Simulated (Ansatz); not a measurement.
C$_{2}$H$_{6}$O$_{2}$Si, SMILES `O/C=C/[SiH2]O` from Hartree–Fock to CCSD(T)

Cartesian coordinates in Å:
```
O 2.2580 -0.7387 -1.1425
C 1.1805 -0.1275 -0.6159
C 0.0269 -0.6912 -0.2526
Si -1.3530 0.2993 0.4636
O -0.8358 1.8065 0.8996
H 2.0736 -1.6800 -1.2362
H 1.3630 0.9380 -0.5116
H -0.0911 -1.7674 -0.3856
H -1.9178 -0.4375 1.6314
H -2.4445 0.5372 -0.5135
H -0.2599 1.8612 1.6633
```

The species carries charge 0 and has multiplicity 1. All single points use the PBE0-D4/def2-TZVP geometry. It is one conformer, not always the lowest. Frozen core, restricted reference, Ansatz 0.2.0. CBS rows extrapolate triple and quadruple zeta; past MP2 they add the triple-zeta difference.

| basis | HF (Eh) | MP2 corr. | CCSD corr. | (T) | CCSD(T) total |
| --- | --- | --- | --- | --- | --- |
| def2-TZVPP | ? | -0.92315 | -0.95629 | -0.03807 | ? |
| def2-QZVPP | -518.04992 | ? | – | – | – |
| CBS(def2) | ? | ? | -1.07750 | as TZ | ? |

Fill in the withheld values. (An estimate is asked.)

Ansatz gave: def2-TZVPP HF (Eh): -518.02991; def2-TZVPP CCSD(T) total: -519.02427; def2-QZVPP MP2 corr.: -0.99278; CBS(def2) HF (Eh): -518.05268; CBS(def2) MP2 corr.: -1.04436; CBS(def2) CCSD(T) total: -519.16825.
